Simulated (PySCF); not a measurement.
Bi(OH)(SiH3)2 (BiH7OSi2), SMILES [OH][Bi]([SiH3])[SiH3]. Coordinates come from a PBE0-D3(BJ)/def2-SVP optimisation. The structure was generated by enumeration; whether it is a known compound was not checked. The def2 effective core potentials stand for the cores of Bi; spin–orbit coupling is left out. The values are those of a single conformer.

Computed equilibrium geometry at PBE0-D3(BJ)/def2-SVP (PySCF confirms it by a frequency run) as a Z-matrix, and its point group (one conformer of several):
point group Cs.
```
Bi
O 1 2.1198
H 2 0.9656 1 109.16
Si 1 2.6837 2 93.73 3 -43.82
H 4 1.4952 1 110.26 2 -77.28
H 4 1.4967 5 108.64 1 -119.90
H 4 1.4972 5 108.79 6 -118.35
Si 1 2.6837 2 93.73 3 43.82
H 8 1.4952 1 110.26 2 77.28
H 8 1.4967 9 108.64 1 119.90
H 8 1.4972 9 108.79 10 118.35
```
